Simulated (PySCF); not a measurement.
H₄O₄Ti (SMILES [OH][Ti]([OH])([OH])[OH]), singlet, at a GFN2-xTB geometry (such geometries of metal compounds can be far from the true shape). Base run: B3LYP/STO-3G in PySCF.

Here is a job for PySCF.
```python
from pyscf import gto, scf, dft

mol = gto.M(
    atom='''
Ti    0.000000    0.000000   -0.000000
O     1.245442   -0.582535   -1.055661
H     2.185943   -0.384121   -1.049071
O     0.701267    0.274956    1.561255
H     0.427849    0.889962    2.247523
O    -0.683229    1.493359   -0.554952
H    -1.413602    1.635366   -1.163509
O    -1.263481   -1.185780    0.049358
H    -1.200191   -2.141207   -0.034943
''',
    basis='sto-3g',
    charge=0,
    spin=0,
    verbose=4,
)

mf = dft.RKS(mol)
mf.xc = 'b3lyp'
mf.kernel()
mo_i, mo_e, stable_i, stable_e = mf.stability(internal=True, external=True, return_status=True, nroots=6, tol=1e-6)
print('internally stable:', stable_i, ' externally stable:', stable_e)
if not stable_e:
    umf = mf.to_uhf() if not hasattr(mf, 'xc') else mf.to_uks()
    umf.scf_summary = {}
    umf.kernel(umf.make_rdm1(mo_e, umf.mo_occ))
mf.analyze()
```

The bond that is stretched is that between atoms 9 and 8. A test that says stable can miss a lower solution.

Variants of this job, named by their change:

```
change       ΔE vs base (eV)  <S^2>  E after following the instability (Eh)  <S^2> there  HOMO-LUMO gap (eV)   stability test says
-----------  ---------------  -----  --------------------------------------  -----------  ------------------  --------------------
base                    0.00  0.000                                       -            -                9.65                stable
bond × 1.25             0.63  0.000                                       -            -                8.12                stable
bond × 1.5              2.25  0.000                                       -            -                5.60                stable
bond × 1.8              4.18  0.000                             -1139.93723         0.00                3.58  external instability
bond × 2.2              6.12  0.000                             -1139.90209         0.85                2.16  external instability
bond × 3.0              7.88  0.000                             -1139.89267         1.00                1.16  external instability
```

Where a bond breaks into two radicals, a solution with restricted orbitals usually stops being the lowest and lies too high; an unrestricted one lies lower at the price of spin contamination, which <S^2> shows.
